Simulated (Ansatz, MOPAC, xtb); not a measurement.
Spectroscopic constants of TaAl, multiplicity 5 (lowest of 2S+1 = 1, 3, 5, 7 at CCSD(T)/def2-TZVPP on PBE0 minima; our sources give no spin for the ground state, which may be another). No spin–orbit coupling. The T1 diagnostic near the minimum is 0.065, so single-reference values are doubtful.

The constants come from a fifth-degree fit in 1/R (seven points, main isotopes). In def2 and cc sets the state is the lowest found near the PBE0 minimum, followed along R.

Codes used: Ansatz (a program for electronic structure); MOPAC for PM7 (differences of heats of formation); xtb for the GFN methods.  In def2 rows elements past Kr take small-core potentials, without spin–orbit coupling. The GFN methods have no spin term and hold the electronic entropy of 300 K.

```json
[
 {"level": "PM7", "r_e (Å)": "2.756", "ω_e (cm⁻¹)": "270", "α_e (cm⁻¹)": "0.00013", "B_e (cm⁻¹)": "0.0945", "dipole (D)": "-"},
 {"level": "GFN2-xTB", "r_e (Å)": "2.742", "ω_e (cm⁻¹)": "223", "α_e (cm⁻¹)": "0.0010", "B_e (cm⁻¹)": "0.0955", "dipole (D)": "-"},
 {"level": "SVWN5/def2-TZVPP", "r_e (Å)": "2.624", "ω_e (cm⁻¹)": "282", "α_e (cm⁻¹)": "0.00049", "B_e (cm⁻¹)": "0.104", "dipole (D)": "0.43"},
 {"level": "PBE/def2-TZVPP", "r_e (Å)": "2.661", "ω_e (cm⁻¹)": "271", "α_e (cm⁻¹)": "0.00049", "B_e (cm⁻¹)": "0.101", "dipole (D)": "0.66"},
 {"level": "r2SCAN/def2-TZVPP", "r_e (Å)": "2.640", "ω_e (cm⁻¹)": "282", "α_e (cm⁻¹)": "0.00049", "B_e (cm⁻¹)": "0.103", "dipole (D)": "0.60"},
 {"level": "B97M-V/def2-TZVPP", "r_e (Å)": "2.675", "ω_e (cm⁻¹)": "270", "α_e (cm⁻¹)": "0.00049", "B_e (cm⁻¹)": "0.100", "dipole (D)": "1.18"},
 {"level": "B3LYP/def2-TZVPP", "r_e (Å)": "2.660", "ω_e (cm⁻¹)": "269", "α_e (cm⁻¹)": "0.00050", "B_e (cm⁻¹)": "0.101", "dipole (D)": "0.49"},
 {"level": "PBE0/def2-TZVPP", "r_e (Å)": "2.633", "ω_e (cm⁻¹)": "283", "α_e (cm⁻¹)": "0.00048", "B_e (cm⁻¹)": "0.104", "dipole (D)": "0.78"},
 {"level": "BHLYP/def2-TZVPP", "r_e (Å)": "2.636", "ω_e (cm⁻¹)": "277", "α_e (cm⁻¹)": "0.00053", "B_e (cm⁻¹)": "0.103", "dipole (D)": "0.58"},
 {"level": "CAM-B3LYP/def2-TZVPP", "r_e (Å)": "2.626", "ω_e (cm⁻¹)": "282", "α_e (cm⁻¹)": "0.00051", "B_e (cm⁻¹)": "0.104", "dipole (D)": "0.60"},
 {"level": "wB97X-V/def2-TZVPP", "r_e (Å)": "2.619", "ω_e (cm⁻¹)": "287", "α_e (cm⁻¹)": "0.00052", "B_e (cm⁻¹)": "0.105", "dipole (D)": "0.91"},
 {"level": "wB97M-V/def2-TZVPP", "r_e (Å)": "2.626", "ω_e (cm⁻¹)": "284", "α_e (cm⁻¹)": "0.00049", "B_e (cm⁻¹)": "0.104", "dipole (D)": "0.27"},
 {"level": "B2PLYP/def2-TZVPP", "r_e (Å)": "2.643", "ω_e (cm⁻¹)": "281", "α_e (cm⁻¹)": "0.00041", "B_e (cm⁻¹)": "0.103", "dipole (D)": "-"},
 {"level": "CCSD/def2-TZVPP", "r_e (Å)": "2.626", "ω_e (cm⁻¹)": "289", "α_e (cm⁻¹)": "0.00044", "B_e (cm⁻¹)": "0.104", "dipole (D)": "-"},
 {"level": "CCSD(T)/def2-TZVPP", "r_e (Å)": "2.632", "ω_e (cm⁻¹)": "286", "α_e (cm⁻¹)": "0.00043", "B_e (cm⁻¹)": "0.104", "dipole (D)": "-"}
]
```

Correlated levels freeze the inner cores; with def2 sets outer-core shells near the valence are correlated too. The state that PM7 reach isn't checked; PM7 holds dispersion and hydrogen-bond terms.

Doubts at one or more of the structures used: a spin-contaminated determinant (CCSD/def2-TZVPP, CCSD(T)/def2-TZVPP); T1 above 0.05 (CCSD/def2-TZVPP, CCSD(T)/def2-TZVPP).
